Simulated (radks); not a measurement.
The numbers below are computed, except where a source is named.
Q: Rb II, 36 electrons, occupied as [Kr] (the NIST ground configuration). Level of theory: Dirac Kohn-Sham, PBEsol, spin-unpolarised, spherical densities, finite nucleus; Fermi nuclear charge, rms radius 4.2036 fm (a radial shooting solver on a logarithmic mesh with Libxc functionals). Some entries of the table are withheld. Estimate them.

| orbital | occ. | eigenvalue (Ry) | <1/r> (bohr^-1) | r(max) (bohr) |
|---|---|---|---|---|
| 1s1/2 | 2 | -1104.151 | 37.86 | (1) |
| 2s1/2 | 2 | -147.8464 | 8.498 | 0.1497 |
| 2p1/2 | 2 | -134.1655 | 8.470 | 0.1173 |
| 2p3/2 | 4 | -129.7030 | 8.158 | 0.1207 |
| 3s1/2 | 2 | -22.28166 | 2.822 | 0.4513 |
| 3p1/2 | 2 | -17.38183 | 2.710 | 0.4407 |
| 3p3/2 | 4 | -16.71088 | 2.635 | 0.4496 |
| 3d3/2 | 4 | -8.12962 | 2.402 | 0.3913 |
| 3d5/2 | 6 | -8.01568 | 2.382 | 0.3940 |
| 4s1/2 | 2 | -2.76401 | 0.9236 | 1.260 |
| 4p1/2 | 2 | (2) | 0.7869 | 1.407 |
| 4p3/2 | 4 | (3) | 0.7675 | 1.436 |

A: 
(1) 1s1/2 r(max) (bohr): 0.02630
(2) 4p1/2 eigenvalue (Ry): -1.63483
(3) 4p3/2 eigenvalue (Ry): -1.56917
